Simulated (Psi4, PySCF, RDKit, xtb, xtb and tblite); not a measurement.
Internal rotation in SMILES N[SiH2][SiH2][Si](Cl)(Cl)Cl (H6Cl3NSi3). Scanned: dihedral H8–N1–Si2–Si3; all other coordinates were relaxed at GFN2-xTB.

Atom numbering (GFN2-xTB optimised geometry, Å):
```
13

N      2.1906     0.0030    -0.0374
Si     1.1031    -0.5502    -1.2491
Si    -0.9004     0.5377    -0.8053
Si    -1.6658     0.1985     1.3700
Cl    -3.1614     1.3954     2.0456
Cl    -2.3083    -1.7186     1.6464
Cl    -0.1322     0.4398     2.7106
H      3.1642    -0.2496    -0.0833
H      1.8954     0.0500     0.9253
H      0.9191    -2.0148    -1.3046
H      1.7436    -0.1672    -2.5108
H     -0.8692     1.9939    -1.0103
H     -1.9786     0.0819    -1.6971
```

- RKS-B3LYP/6-31G* = restricted B3LYP/6-31G*, spherical d, density fitting // GFN2-xTB (PySCF)
- GFN2-xTB (xtb and tblite)
- MMFF94 // GFN2-xTB (RDKit)
- PBE-D3(BJ)/def2-SVP // GFN2-xTB (Psi4)
- GFN1-xTB // GFN2-xTB (xtb)
- MP2/cc-pVTZ = DF-MP2 (frozen core)/cc-pVTZ // GFN2-xTB (Psi4 1.11)

Energies in mEh, each method relative to its own lowest point.

```csv
φ / °,RKS-B3LYP/6-31G*,GFN2-xTB,MMFF94,PBE-D3(BJ)/def2-SVP,GFN1-xTB,MP2/cc-pVTZ
-150,0.3,0.4,2.0,0.6,2.1,0.2
-120,0.7,1.8,3.3,1.0,1.4,0.9
-90,0.0,1.4,0.2,0.0,3.1,0.3
-60,0.3,0.0,0.6,0.5,3.2,0.0
-30,1.1,0.2,3.7,1.1,1.4,0.6
0,1.3,1.0,4.4,1.1,0.0,0.8
30,1.1,0.2,3.6,1.1,1.4,0.6
60,0.3,0.0,0.6,0.5,3.2,0.0
90,0.0,1.4,0.0,0.0,3.2,0.4
120,0.6,1.8,3.0,1.0,1.5,0.9
150,0.3,0.4,2.0,0.6,2.1,0.2
180,1.0,0.0,2.1,1.0,2.6,0.5
```

Root-mean-square difference from the MP2/cc-pVTZ profile, itself a level with limits, after the best constant shift (mEh): RKS-B3LYP/6-31G* 0.3, GFN2-xTB 0.5, MMFF94 1.2, PBE-D3(BJ)/def2-SVP 0.3, GFN1-xTB 1.2.

MMFF94 has few fitted parameters for silicon.
